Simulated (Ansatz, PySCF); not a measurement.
Ga(H)(Me)2 (C₂H₇Ga), SMILES [GaH]([CH3])[CH3].

The structure is a stationary point at PBE0-D3(BJ)/def2-SVP. The structure was generated by enumeration; whether it is a known compound was not checked.

Vertical ionisation energy (IE) and electron affinity (EA) in eV. Rows of orbital energies are one-electron estimates. Where ΔSCF, EOM or ADC give a negative EA the extra electron is unbound and the value depends on the basis.

| level | IE | EA |
|---|---|---|
| −ε(HOMO), −ε(LUMO), B3LYP/def2-TZVPD (PySCF) | 7.46 | 1.24 |
| −ε(HOMO), −ε(LUMO), PBE/def2-TZVPD (PySCF) | 6.48 | 1.77 |
| ΔSCF, CAM-B3LYP/def2-SVPD (Ansatz), final states of multiplicity 2 and 2 | … | … |
| ΔSCF, PBE/def2-SVPD (Ansatz), final states of multiplicity 2 and 2 | 9.62 | -0.62 |

Q: Complete the blanks. (Estimate from the structure and the level; the computed values follow.)

A: 
- ΔSCF, CAM-B3LYP/def2-SVPD (Ansatz, a quantum-chemistry and plane-wave program), final states of multiplicity 2 and 2, IE: 9.95
- ΔSCF, CAM-B3LYP/def2-SVPD (Ansatz), final states of multiplicity 2 and 2, EA: -0.71

Q: What vertical singlet–triplet gap does ΔSCF give with CAM-B3LYP/def2-SVPD (Ansatz) and with PBE/def2-SVPD (Ansatz)? (The exact figures need the calculation; the answer reports its results.)

A: 5.14 and 4.68 eV (triplet above singlet where positive).
